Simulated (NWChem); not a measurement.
System: C₅H₅F; SMILES C#C[C@H](F)C=C

```xyz
11

C     -0.5361    -2.4817     0.2978
C     -0.1321    -1.3821    -0.0487
C      0.3349    -0.0595    -0.4850
F      1.4740     0.3106     0.2261
C     -0.7504     0.9852    -0.3412
C     -0.6149     2.0912     0.4036
H     -0.8911    -3.4533     0.6128
H      0.6295    -0.1307    -1.5613
H     -1.6776     0.7697    -0.8987
H     -1.4282     2.8283     0.4797
H      0.3169     2.2853     0.9557
```
Atoms are numbered in this order, from 1.

Level: PBE-D3(BJ)/def2-SVP (NWChem), optimised geometry, unscaled harmonic frequencies. 

```tsv
frequency (cm⁻¹)	IR intensity (km/mol)
90	0.2
165	1.7
242	1.6
273	1.4
433	2.5
513	13.1
578	0.8
639	35.6
667	12.4
696	27.1
875	20.7
912	27.3
965	37.3
979	21.2
1006	11.3
1104	73.0
1236	18.2
1258	4.6
1285	16.1
1361	8.1
1676	2.7
2167	3.4
2917	16.8
3088	2.5
3107	3.0
3193	1.2
3406	66.9
```

```json
{
  "zero_point_energy": "49.8 kcal/mol",
  "thermal correction to the enthalpy at 298.15 K (with zero-point energy)": "54.4 kcal/mol",
  "heat capacity Cv": "22.8 cal/(mol K)",
  "entropy at 298.15 K and 1 atm (symmetry number 1)": "79.2 cal/(mol K)",
  "dipole_moment": "1.53 D"
}
```

Rigid rotor and harmonic oscillator; modes under 100 cm⁻¹ make the entropy uncertain.
